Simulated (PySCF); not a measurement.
# Hartree-Fock beside MP2: GeH4O2

These are calculations, not measurements. They come from PySCF 2.14.0, an open-source quantum chemistry program, on an isolated molecule that a program drew, which may never have been made. The molecule is GeH4O2 (charge 0, singlet), drawn as the SMILES string `[OH][GeH2][OH]`.

The geometry was optimised and harmonic frequencies were computed with HF and MP2, all in the cc-pVDZ basis, for the commonest isotopes, with a restricted reference for singlets and an unrestricted one otherwise, and a frozen core in MP2. Germanium has the cc-pVDZ-PP basis, with a core potential (ECP10MDF) in place of its 10 inner electrons, and its 3s, 3p and 3d shells are frozen in MP2. Each result is a local minimum of its method.

Geometry at the HF minimum:
```xyz
7
GeH4O2, angstrom
O     0.0610   -0.8536   -0.9852
Ge    0.4238    0.6637   -0.1462
O     0.1213    0.4733    1.5888
H    -0.8388   -1.1418   -0.9247
H     1.8970    0.9110   -0.4317
H    -0.5191    1.7774   -0.5746
H     0.6540   -0.1791    2.0211
```

Lengths of the bonds as drawn, in Å (atoms numbered as above):
| bond | HF | MP2 |
|---|---|---|
| O1-Ge2 | 1.771 | 1.802 |
| Ge2-O3 | 1.771 | 1.802 |
| O1-H4 | 0.947 | 0.969 |
| Ge2-H5 | 1.521 | 1.529 |
| Ge2-H6 | 1.521 | 1.529 |
| O3-H7 | 0.947 | 0.969 |

Rotational constants, in GHz:
| constant | HF | MP2 |
|---|---|---|
| A | 15.12 | 15.19 |
| B | 6.616 | 6.297 |
| C | 5.002 | 4.844 |

Harmonic frequencies in cm^-1, each column in rising order, so a row needn't be the same motion in every method:
```
rank    HF   MP2
   1   226   221
   2   240   277
   3   339   336
   4   594     ?
   5   736   705
   6   747   707
   7   753   724
   8   898   860
   9   938   874
  10   958   943
  11   974   956
  12  2283  2228
  13  2294  2231
  14  4153  3851
  15  4155  3854
```

**Estimate the missing MP2 frequency from the HF column.**

A single factor s that minimises the squared misfit of MP2 against s times HF over the other rows is sum(HF x MP2) / sum(HF^2) = 0.9411, with an rms misfit of 42 cm^-1. For rank 4 it gives 0.9411 x 594 = 559 cm^-1. The calculation gives 552 cm^-1, 7 cm^-1 below the estimate. The drawn bonds are on average 1.5 % longer in MP2 than in HF.
